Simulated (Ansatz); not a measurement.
Species: CH4OSi, SMILES `C=[SiH]O` (C–Si–O–H torsion 0°) (charge 0, multiplicity 1), formula CH₄OSi.

How many basis functions does frozen-core CCSD(T)/cc-pVTZ // B3LYP-D3(BJ)/def2-TZVP (Ansatz, an electronic-structure program) use, how many core orbitals are frozen, and how many electrons are correlated?

150 basis functions and 7 frozen orbitals, which leaves 18 correlated electrons. Core time is of the order of seconds.
